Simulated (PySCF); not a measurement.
PySCF input (PW6B95/def2-TZVPD):

```python
from pyscf import gto, scf, dft

mol = gto.M(
    atom='''
    Si    0.28344064    0.30471263    0.59046993
    F     1.03207766    1.44351801   -0.14563200
    Cl   -0.77981577   -1.01515524   -0.40917007
    ''',
    basis='def2-tzvpd',
    charge=1,
    spin=1,
    verbose=4,
)

mf = dft.UKS(mol, xc='pw6b95').density_fit(auxbasis='def2-universal-jkfit')
mf.grids.level = 3
mf.conv_tol = 1e-9
mf.max_cycle = 100
mf.max_memory = 1500
mf.kernel()
if not mf.converged:
    mf = mf.newton()
    mf.kernel(mf.make_rdm1())
for _ in range(2):
    mo, _, stable, _ = mf.stability(return_status=True)
    if stable:
        break
    mf.kernel(mf.make_rdm1(mo, mf.mo_occ))
mf.analyze()
```

Output:

```
PySCF version 2.14.0

[INPUT] verbose = 4
[INPUT] num. atoms = 3
[INPUT] num. electrons = 39
[INPUT] charge = 1
[INPUT] spin (= nelec alpha-beta = 2S) = 1
[INPUT] symmetry False subgroup None
[INPUT] Mole.unit = angstrom
[INPUT] Symbol           X                Y                Z      unit          X                Y                Z       unit  Magmom
[INPUT]  1 Si     0.283440640000   0.304712630000   0.590469930000 AA    0.535625182171   0.575823417396   1.115826452491 Bohr   0.0
[INPUT]  2 F      1.032077660000   1.443518010000  -0.145632000000 AA    1.950344116682   2.727853694777  -0.275204594973 Bohr   0.0
[INPUT]  3 Cl    -0.779815770000  -1.015155240000  -0.409170070000 AA   -1.473638232917  -1.918365377517  -0.773219370669 Bohr   0.0

nuclear repulsion = 133.463608827889
number of shells = 45
number of NR pGTOs = 196
number of NR cGTOs = 129
basis = def2-tzvpd
ecp = {}

******** <class 'pyscf.df.df_jk.DFUKS'> ********
method = DFUKS
initial guess = minao
damping factor = 0
level_shift factor = 0
DIIS = <class 'pyscf.scf.diis.CDIIS'>
diis_start_cycle = 1
diis_space = 8
diis_damp = 0
SCF conv_tol = 1e-09
SCF conv_tol_grad = None
SCF max_cycles = 100
direct_scf = False
number electrons alpha = 20  beta = 19
XC library pyscf.dft.libxc version 7.1.2
    S. Lehtola, C. Steigemann, M. J. T. Oliveira, and M. A. L. Marques,  SoftwareX 7, 1–5 (2018)
XC functionals = pw6b95
    Y. Zhao and D. G. Truhlar,  J. Phys. Chem. A 109, 5656 (2005)
radial grids:
    Treutler-Ahlrichs [JCP 102, 346 (1995); DOI:10.1063/1.469408] (M4) radial grids

becke partition: Becke, JCP 88, 2547 (1988); DOI:10.1063/1.454033
pruning grids: <function nwchem_prune>
grids dens level: 3
symmetrized grids: False
atomic radii adjust function: <function treutler_atomic_radii_adjust>
small_rho_cutoff = 0
Set gradient conv threshold to 3.16228e-05
tot grids = 52328
******** <class 'pyscf.df.df.DF'> ********
auxbasis = def2-universal-jkfit
init E= -850.655535922076
  alpha nocc = 20  HOMO = -0.248312863590911  LUMO = -0.0946586350566676
  beta  nocc = 19  HOMO = -0.409780406740077  LUMO = -0.248312863590904

WARN: HOMO -0.248312863590911 >= LUMO -0.248312863590904

cycle= 1 E= -849.936745516396  delta_E= 0.719  |g|= 0.457  |ddm|= 1.16
  alpha nocc = 20  HOMO = -0.59512695968587  LUMO = -0.374352601740171
[...]
  beta  nocc = 19  HOMO = -0.62789321400308  LUMO = -0.437391679766179
  HOMO = -0.576617871943  LUMO = -0.437391679766  gap/eV = 3.78854
Extra cycle  E= -850.0358114577  delta_E= 2.8e-11  |g|= 1.72e-05  |ddm|= 1.96e-05
converged SCF energy = -850.0358114577  <S^2> = 0.75300628  2S+1 = 2.003004
uhf_internal: lowest eigs of H = [0.22919333 0.23250088 0.30704987]
<class 'pyscf.df.df_jk.DFUKS'> wavefunction is stable in the internal stability analysis
**** SCF Summaries ****
Total Energy =                        -850.035811457700220
Nuclear Repulsion Energy =             133.463608827888947
One-electron Energy =                -1430.926948681897329
Two-electron Energy =                  447.427528396308105
Two-electron Coulomb Energy =          507.588252254723443
DFT Exchange-Correlation Energy =      -60.160723858415352
HOMO-LUMO gap [eV] =                     3.788537659425140
**** MO energy ****
                             alpha | beta                alpha | beta
MO #1   energy= -102.22266914701   | -102.22074797221   occ= 1 | 1
MO #2   energy= -66.8378684486126  | -66.8335271311407  occ= 1 | 1
MO #3   energy= -25.1640915820552  | -25.1608418495922  occ= 1 | 1
MO #4   energy= -9.86154409562675  | -9.85992913826384  occ= 1 | 1
MO #5   energy= -7.59512869014094  | -7.58948643245333  occ= 1 | 1
MO #6   energy= -7.58758517691952  | -7.58679543293525  occ= 1 | 1
MO #7   energy= -7.58683399991401  | -7.58521346594776  occ= 1 | 1
MO #8   energy= -5.75241388410299  | -5.74632073717191  occ= 1 | 1
MO #9   energy= -4.08834286973499  | -4.0843416340293   occ= 1 | 1
MO #10  energy= -4.08629869712692  | -4.07930789260976  occ= 1 | 1
MO #11  energy= -4.08265597967017  | -4.07719243530102  occ= 1 | 1
MO #12  energy= -1.52737185304119  | -1.51887822644919  occ= 1 | 1
MO #13  energy= -1.14925596203135  | -1.13698715034393  occ= 1 | 1
MO #14  energy= -0.853489583823531 | -0.835396079259993 occ= 1 | 1
MO #15  energy= -0.763800875292285 | -0.752437636388823 occ= 1 | 1
MO #16  energy= -0.75528166132683  | -0.751694698367874 occ= 1 | 1
MO #17  energy= -0.747152708881387 | -0.726929075975689 occ= 1 | 1
MO #18  energy= -0.63793906325662  | -0.634613924458587 occ= 1 | 1
MO #19  energy= -0.635934308852883 | -0.62789321400308  occ= 1 | 1
MO #20  energy= -0.576617871943256 | -0.437391679766179 occ= 1 | 0
MO #21  energy= -0.350037153400315 | -0.320634023100929 occ= 0 | 0
MO #22  energy= -0.241740713335488 | -0.22591818449969  occ= 0 | 0
MO #23  energy= -0.205240524967513 | -0.176861038288269 occ= 0 | 0
MO #24  energy= -0.150121961061011 | -0.142652524926537 occ= 0 | 0
MO #25  energy= -0.112303190806152 | -0.103375571127985 occ= 0 | 0
MO #26  energy= -0.103435151466679 | -0.0972149832561201 occ= 0 | 0
MO #27  energy= -0.0957539644292094 | -0.0912444397858804 occ= 0 | 0
MO #28  energy= -0.094625276498469 | -0.0908813487348985 occ= 0 | 0
MO #29  energy= -0.0805184367401222 | -0.0759822610672136 occ= 0 | 0
MO #30  energy= -0.0743516180626577 | -0.0617525790088856 occ= 0 | 0
MO #31  energy= -0.069036150890493 | -0.06130013584825  occ= 0 | 0
MO #32  energy= -0.0467623773505784 | -0.0385116610128613 occ= 0 | 0
MO #33  energy= -0.0213224411595361 | -0.0123043868899134 occ= 0 | 0
MO #34  energy= -0.00369797282743869 | 0.00314490474573101 occ= 0 | 0
MO #35  energy= 0.00467029426491564 | 0.0109183737471495 occ= 0 | 0
MO #36  energy= 0.0228978656177204 | 0.0305361212232838 occ= 0 | 0
MO #37  energy= 0.02872540862781   | 0.0390604866371516 occ= 0 | 0
MO #38  energy= 0.0414442273617864 | 0.0551163853548882 occ= 0 | 0
MO #39  energy= 0.0543766911644137 | 0.0599951045105419 occ= 0 | 0
MO #40  energy= 0.0573855405341108 | 0.06318427159805   occ= 0 | 0
MO #41  energy= 0.0764382880278167 | 0.0812338621858006 occ= 0 | 0
MO #42  energy= 0.0906212558175588 | 0.105637594329054  occ= 0 | 0
MO #43  energy= 0.0979358483242794 | 0.1108064897348    occ= 0 | 0
MO #44  energy= 0.114325088709421  | 0.12314482256951   occ= 0 | 0
MO #45  energy= 0.1189395279484    | 0.12879094715901   occ= 0 | 0
MO #46  energy= 0.147667297486783  | 0.154939267168935  occ= 0 | 0
MO #47  energy= 0.175360478815072  | 0.185624715975259  occ= 0 | 0
MO #48  energy= 0.19943824884549   | 0.205997253120408  occ= 0 | 0
MO #49  energy= 0.224391853669532  | 0.229418614265408  occ= 0 | 0
MO #50  energy= 0.238324655089121  | 0.250657821940847  occ= 0 | 0
MO #51  energy= 0.293520468815785  | 0.295611784048535  occ= 0 | 0
MO #52  energy= 0.296510413840343  | 0.307189008799781  occ= 0 | 0
MO #53  energy= 0.335452308388292  | 0.341378687713245  occ= 0 | 0
MO #54  energy= 0.365408162984661  | 0.367321016699906  occ= 0 | 0
MO #55  energy= 0.384863533718368  | 0.389017307839418  occ= 0 | 0
MO #56  energy= 0.391287912541583  | 0.398381402685487  occ= 0 | 0
MO #57  energy= 0.412425251621707  | 0.42249592206559   occ= 0 | 0
MO #58  energy= 0.412856049908773  | 0.428413094088153  occ= 0 | 0
MO #59  energy= 0.42448071709174   | 0.432067108436203  occ= 0 | 0
MO #60  energy= 0.449255267162503  | 0.451817163530881  occ= 0 | 0
MO #61  energy= 0.458985643704878  | 0.462368223690278  occ= 0 | 0
MO #62  energy= 0.481266526969277  | 0.487623911166562  occ= 0 | 0
MO #63  energy= 0.520195565811355  | 0.526876131686555  occ= 0 | 0
MO #64  energy= 0.538664892449182  | 0.544644064674327  occ= 0 | 0
MO #65  energy= 0.629674687013676  | 0.636967183274997  occ= 0 | 0
MO #66  energy= 0.694419094770798  | 0.707932224897036  occ= 0 | 0
MO #67  energy= 0.747508260990814  | 0.763886485794058  occ= 0 | 0
MO #68  energy= 0.748672342270152  | 0.766780544095313  occ= 0 | 0
MO #69  energy= 0.767303606566796  | 0.788037999759542  occ= 0 | 0
MO #70  energy= 0.776406322849422  | 0.79153128934314   occ= 0 | 0
MO #71  energy= 0.832729364593069  | 0.844891123002099  occ= 0 | 0
MO #72  energy= 0.832961891894383  | 0.860556696666628  occ= 0 | 0
MO #73  energy= 0.874372190508337  | 0.87911848505154   occ= 0 | 0
MO #74  energy= 0.896954106139453  | 0.92318151302228   occ= 0 | 0
MO #75  energy= 0.918317235258031  | 0.937379783632311  occ= 0 | 0
MO #76  energy= 0.938902426489034  | 0.950518258310502  occ= 0 | 0
MO #77  energy= 0.949054923842471  | 0.955917838291034  occ= 0 | 0
MO #78  energy= 1.02040188268585   | 1.03720293697429   occ= 0 | 0
MO #79  energy= 1.02389358585493   | 1.04400558710791   occ= 0 | 0
MO #80  energy= 1.12675809026693   | 1.14883213688581   occ= 0 | 0
MO #81  energy= 1.19434275978309   | 1.21201187530882   occ= 0 | 0
MO #82  energy= 1.19772451833719   | 1.22026692976258   occ= 0 | 0
MO #83  energy= 1.30450211095454   | 1.32656131101658   occ= 0 | 0
MO #84  energy= 1.5541790104983    | 1.57383453747154   occ= 0 | 0
MO #85  energy= 1.67612107971884   | 1.67817256326203   occ= 0 | 0
MO #86  energy= 1.67846416471761   | 1.68176210901485   occ= 0 | 0
MO #87  energy= 1.69562160186109   | 1.70106739218843   occ= 0 | 0
MO #88  energy= 1.716721189892     | 1.72311224623891   occ= 0 | 0
MO #89  energy= 1.74530985934499   | 1.75365144850875   occ= 0 | 0
MO #90  energy= 1.81017174970086   | 1.81209165249814   occ= 0 | 0
MO #91  energy= 1.8141228956523    | 1.81540718891123   occ= 0 | 0
MO #92  energy= 1.87429294484005   | 1.88041799653238   occ= 0 | 0
MO #93  energy= 1.90380465952427   | 1.91247168598297   occ= 0 | 0
MO #94  energy= 1.99321588650195   | 1.99500341418708   occ= 0 | 0
MO #95  energy= 2.01306565443296   | 2.01880726570852   occ= 0 | 0
MO #96  energy= 2.07410404012355   | 2.07697882525088   occ= 0 | 0
MO #97  energy= 2.12612750200123   | 2.13223876262346   occ= 0 | 0
MO #98  energy= 2.16600503220395   | 2.1703594117058    occ= 0 | 0
MO #99  energy= 2.19589818814357   | 2.20256065843858   occ= 0 | 0
MO #100 energy= 2.22255013777502   | 2.2321029948997    occ= 0 | 0
MO #101 energy= 2.2446803706014    | 2.251023620475     occ= 0 | 0
MO #102 energy= 2.45296474563392   | 2.46418739500864   occ= 0 | 0
MO #103 energy= 2.50006120157568   | 2.50726963810413   occ= 0 | 0
MO #104 energy= 2.74010912799179   | 2.7483712380768    occ= 0 | 0
[...]
```
